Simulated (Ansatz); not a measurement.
AlBrGeH4Si. Charge 0, multiplicity 1. The bonds changed during the relaxation, so this is another structure than the one it started from.

Cartesian coordinates in Å:
```
Br 1.5046 0.2093 1.7515
Si 1.1823 0.0756 -0.6694
Al -0.1888 -1.3511 0.6693
Ge -1.1099 0.6758 -0.4315
H 2.4210 0.7681 -1.1399
H -0.3306 -2.7422 1.3992
H -1.8306 0.3815 -1.7646
H -1.6480 1.9830 0.1853
```

(1) What are the harmonic wavenumbers in cm⁻¹ at PBE0-D4/def2-TZVP (Ansatz, finite differences of forces, unscaled)? (An estimate is asked.)

(2) Is this a minimum?

(3) Give the ideal-gas thermochemistry at 298.15 K and 1 bar (rigid rotor, harmonic oscillator; point group C1, symmetry number 1).

(4) And at 400, 500, 600, 800 and 1000 K?

## Answers

(1) The calculation gave: 97, 147, 236, 287, 306, 328, 395, 440, 472, 520, 542, 569, 609, 836, 1947, 2097, 2119, 2161.

(2) Yes, all 18 modes are real.

(3) Zero-point energy 84.4 kJ/mol; H(298) − E = 106.8 kJ/mol; entropy 369.2 J/(mol·K), of which translation 175.6, rotation 122.2, vibration 71.3; G(298) − E = -3.2 kJ/mol. Modes under 100 cm⁻¹ are hindered rotations or soft bends, so the harmonic entropy is rough.

(4) 
```csv
T (K),H − E (kJ/mol),S (J/mol/K),G − E (kJ/mol)
400,119.4,405.4,-42.8
500,132.8,435.3,-84.8
600,147.0,461.1,-129.7
800,177.0,504.3,-226.4
1000,208.8,539.7,-330.9
```
